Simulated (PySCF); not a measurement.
A run for PySCF: D3(BJ) and D4 dispersion corrections on CH7PSi (SMILES C[SiH2]P), a point of a torsion scan.

```python
from pyscf import gto
from pyscf.dispersion import dftd3, dftd4

mol = gto.M(
    atom='''
    C    -1.17265065    0.65933451   -0.07364530
    Si   -0.09819739   -0.90297879    0.10959392
    P     2.10283689   -0.44968677    0.15306623
    H    -2.22857185    0.40788607   -0.09261575
    H    -1.01201853    1.35067837    0.74999790
    H    -0.94199887    1.18752604   -0.99558717
    H    -0.42225025   -1.59653148    1.36090465
    H    -0.31489726   -1.79504590   -1.03454460
    H     2.02630838    0.67723108   -0.64423094
    H     2.05248522    0.30583159    1.31023761
    ''',
    basis='def2-svp',
    charge=0, spin=0, verbose=0, max_memory=1800)
d3, d4 = {}, {}
for xc in ['hf', 'pbe', 'blyp', 'revpbe', 'tpss', 'r2scan', 'b3lyp', 'pbe0', 'bhlyp', 'camb3lyp', 'b2plyp']:
    d3[xc] = float(dftd3.DFTD3Dispersion(mol, xc=xc, version='d3bj', atm=False).get_dispersion()['energy'])
    print(f'D3(BJ) {xc:10s} {d3[xc]:14.8f} Eh')
for xc in ['hf', 'pbe', 'blyp', 'revpbe', 'tpss', 'r2scan', 'b3lyp', 'pbe0', 'bhlyp', 'camb3lyp', 'b2plyp']:
    d4[xc] = float(dftd4.DFTD4Dispersion(mol, xc={'camb3lyp': 'cam-b3lyp'}.get(xc, xc), atm=True).get_dispersion()['energy'])
    print(f'D4     {xc:10s} {d4[xc]:14.8f} Eh')
```

Program output:

```
D3(BJ) hf            -0.06157363 Eh
D3(BJ) pbe           -0.00776260 Eh
D3(BJ) blyp          -0.01698934 Eh
D3(BJ) revpbe        -0.01900291 Eh
D3(BJ) tpss          -0.00995729 Eh
D3(BJ) r2scan        -0.00218582 Eh
D3(BJ) b3lyp         -0.01401535 Eh
D3(BJ) pbe0          -0.00689936 Eh
D3(BJ) bhlyp         -0.01147351 Eh
D3(BJ) camb3lyp      -0.00651233 Eh
D3(BJ) b2plyp        -0.00680665 Eh
D4     hf            -0.02499198 Eh
D4     pbe           -0.00725756 Eh
D4     blyp          -0.01585825 Eh
D4     revpbe        -0.02136748 Eh
D4     tpss          -0.00977569 Eh
D4     r2scan        -0.00175526 Eh
D4     b3lyp         -0.01172931 Eh
D4     pbe0          -0.00614194 Eh
D4     bhlyp         -0.00921628 Eh
D4     camb3lyp      -0.00625538 Eh
D4     b2plyp        -0.00505762 Eh
```

The run finished.

Cost: about 0.020 core-seconds (a rough figure).
